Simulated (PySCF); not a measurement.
Species: C6H16AlAs.
Numbering: `[CH2:1]=[C:2]([CH3:3])[AlH2-:4][AsH2+:5][CH:6]([CH3:7])[CH3:8]` (hydrogens: H9, H10 on C1; H11, H12, H13 on C3; H14, H15 on Al4; H16, H17 on As5; H18 on C6; H19, H20, H21 on C7; H22, H23, H24 on C8)

Cartesian coordinates in Å at the PBE0-D3(BJ)/def2-SVP level; atoms count from 1:
```
atom  x, y, z in Å
C1     3.5154   -1.6150    0.0977
C2     2.8926   -0.4518    0.3506
C3     3.4195    0.8380   -0.2171
Al4    1.2737   -0.4685    1.4905
As5   -0.5221   -0.2970   -0.3963
C6    -2.4201   -0.0915    0.0866
C7    -2.5739    1.1308    0.9826
C8    -3.3309   -0.0529   -1.1307
H9     4.4202   -1.6706   -0.5274
H10    3.1589   -2.5689    0.5042
H11    3.6861    1.5453    0.5868
H12    4.3109    0.6908   -0.8510
H13    2.6562    1.3554   -0.8253
H14    0.8619    0.8821    2.2589
H15    0.7941   -1.8743    2.0960
H16   -0.5961   -1.4199   -1.4068
H17   -0.3808    0.8410   -1.3864
H18   -2.6290   -1.0005    0.6766
H19   -3.6131    1.2090    1.3398
H20   -1.9142    1.0876    1.8621
H21   -2.3436    2.0592    0.4349
H22   -3.2286   -0.9519   -1.7564
H23   -3.1166    0.8257   -1.7603
H24   -4.3848    0.0177   -0.8143
```

Method used: PBE0-D3(BJ)/def2-SVP geometry optimisation, gas phase in PySCF.

Take the most abundant isotopes and a rigid rotor. The values belong to one conformer with, in the numbering `[CH2:1]=[C:2]([CH3:3])[AlH2-:4][AsH2+:5][CH:6]([CH3:7])[CH3:8]`, C1–C2–Al4–As5 -101°, C2–Al4–As5–C6 -174°, Al4–As5–C6–C7 56°.

Problem. What are A, B and C (cm⁻¹)?

Solution. Ia = 201.18, Ib = 975.81, Ic = 1019.46 u·Å²; 505379 MHz·u·Å²/I gives 2512, 517.9 and 495.7 MHz, that is A = 0.08379, B = 0.01728, C = 0.01654 cm⁻¹.

Problem. What kind of rotor is it?

Solution. A near-prolate asymmetric top. Ray's parameter κ = (2B − A − C)/(A − C) = -0.978; −1 is the prolate and +1 the oblate limit.

Problem. Is it planar, by Δ = Ic − Ia − Ib?

Solution. Not planar: Δ = Ic − Ia − Ib = -157.54 u·Å². For a rigid frame Δ = −2 Σ m c², so Σ m c² = 78.77 u·Å² lies off the ab plane: 29.15 from hydrogen and 49.61 from heavier atoms. The atom farthest from that plane is 2.11 Å away.

Problem. Predict some low-J microwave lines.

Solution. The dipole components are |μa| = 4.30 D, |μb| = 2.15 D, |μc| = 0.97 D. The squared components, which scale the intensities, stand as 1.00 : 0.25 : 0.05 (a : b : c). Some lines, for components of 0.1 D or more:

```csv
type,branch,"J(Ka,Kc)",MHz,lower level (cm⁻¹)
b,R,"3(0,3) ← 2(1,2)",1068,0.167
c,Q,"3(1,3) ← 3(0,3)",1940,0.203
a,R,"2(0,2) ← 1(0,1)",2027,0.034
b,Q,"2(1,1) ← 2(0,2)",2039,0.101
a,R,"2(1,1) ← 1(1,0)",2049,0.101
a,R,"3(1,3) ← 2(1,2)",3008,0.167
b,R,"1(1,1) ← 0(0,0)",3008,0.000
a,R,"3(0,3) ← 2(0,2)",3040,0.101
a,R,"3(2,2) ← 2(2,1)",3041,0.369
a,R,"3(1,2) ← 2(1,1)",3074,0.169
b,R,"2(1,2) ← 1(0,1)",3999,0.034
c,R,"2(1,1) ← 1(0,1)",4066,0.034
c,R,"3(1,2) ← 2(0,2)",5113,0.101
c,Q,"3(2,2) ← 3(1,2)",5949,0.272
b,Q,"3(2,1) ← 3(1,2)",5950,0.272
b,Q,"3(2,2) ← 3(1,3)",6082,0.268
c,R,"2(2,1) ← 1(1,1)",8054,0.100
b,R,"2(2,0) ← 1(1,1)",8054,0.100
c,R,"3(2,1) ← 2(1,1)",9024,0.169
c,R,"3(2,2) ← 2(1,2)",9090,0.167
b,R,"3(2,1) ← 2(1,2)",9091,0.167
c,Q,"3(3,1) ← 3(2,1)",10025,0.470
b,Q,"3(3,0) ← 3(2,1)",10025,0.470
b,Q,"3(3,1) ← 3(2,2)",10026,0.470
b,R,"3(3,1) ← 2(2,0)",13067,0.369
c,R,"3(3,0) ← 2(2,0)",13067,0.369
c,R,"3(3,1) ← 2(2,1)",13067,0.369
b,R,"3(3,0) ← 2(2,1)",13067,0.369
```

Problem. Estimate the classical rotational partition function at 10 K, 100 K and 500 K.

Solution. Point group C1, symmetry number σ = 1; q = (√π/σ)·√((kT/h)³/(ABC)), k/h = 20836.6 MHz/K: 6640 at 10 K, 210000 at 100 K, 2350000 at 500 K.

PBE0-D3(BJ)/def2-SVP frequencies: not computed here. Constants of a rigid frame at the computed geometry: no zero-point averaging, no centrifugal distortion. A rigid rotor knows nothing of internal rotation, which can split or shift real lines. Quadrupole hyperfine structure (27Al, 75As) is left out.

The run took 15 min wall on one thread, Arm Neoverse N1 (aarch64), shared host, and the process peaked at 0.95 GiB of memory. This is the geometry optimisation.
